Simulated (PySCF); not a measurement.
**H₂ReO, doublet: structure and spectrum**

Method: PySCF, UPBE0, basis Re def2-TZVP with ECP60, O def2-TZVP, H def2-TZVP (scalar-relativistic core potentials, no spin–orbit coupling, density fitting).

The structure is a minimum.

- Point group: C2v
- Bond lengths: Re–H 1.683 Å (×2), Re–O 1.647 Å
- Bond angles: H–Re–H 126.0°, H–Re–O 117.0° (×2)
- Dipole moment: 1.56 D
- Rotational symmetry number: 2
- Principal polarisabilities: 40.0, 44.6, 44.9 bohr³
- Highest occupied level (β): -6.49 eV
- Principal quadrupole moments (Buckingham, traceless) about the centre of mass: -3.07, -0.18, 3.25 D Å
- Rotational constants: 3.722, 0.4054, 0.3656 cm⁻¹
- Entropy at 298.15 K and 1 bar (electronic part: spin only): 266.7 J/(mol K)
- Spin squared ⟨S²⟩: 0.757
- Lowest empty level (β): -3.24 eV
- Atomisation energy without zero-point energy: 1085 kJ/mol
- Enthalpy at 298.15 K above 0 K: 11.08 kJ/mol
- Zero-point energy: 43.0 kJ/mol
- Heat capacity Cp at 298.15 K: 45.9 J/(mol K)

Harmonic modes (masses in u: Re 186.956, O 15.995, H 1.008):
| symmetry | ω (cm⁻¹) | IR (km/mol) | type |
| --- | --- | --- | --- |
| b2 | 545 | 0.1 | bend |
| b1 | 587 | 23.0 | bend |
| a1 | 876 | 6.2 | bend |
| a1 | 1119 | 150 | mixed |
| b2 | 2023 | 137 | stretch |
| a1 | 2048 | 93.6 | stretch |

In C2v the vibrations span 2b2 + b1 + 3a1. Here b1 is antisymmetric to the molecular plane and b2 lies in it.

Charges (e):
```tsv
atom	Mulliken	Löwdin	polar tensor	spin (Mulliken)	Mayer order to Re1
Re1	0.52	0.41	0.98	1.14	–
O2	-0.40	-0.19	-0.62	-0.08	2.25
H3,4	-0.06	-0.11	-0.18	-0.03	0.97
```

Mulliken populations on Re1 (electrons outside its core potential): s 2.84, p 6.41, d 5.17, f 0.06.

Outer orbital energies (eV). α occupied: -26.99, -12.42, -12.18, -11.80, -10.74, -8.80, -7.61, -6.93; empty: -3.24, -2.10, -0.98, 0.12. β occupied: -27.12, -12.35, -12.14, -11.83, -10.61, -8.83, -6.49; empty: -3.24, -2.69, -1.89, -0.81.

Only a few start shapes were tried, so a lower isomer may exist. Other spin states or occupations of the open shell can lie lower. At this level a quartet minimum of Cs symmetry lies 7 kJ/mol below this structure. With an element this heavy the missing spin–orbit coupling can shift these numbers.

The final relaxation and frequency run took 72 s on 2 threads of a shared Arm Neoverse N1 host, with 83 basis functions and 11 gradients; the process peaked at 0.97 GiB. Launch command: `OMP_NUM_THREADS=2 python axn.py task.json out`.
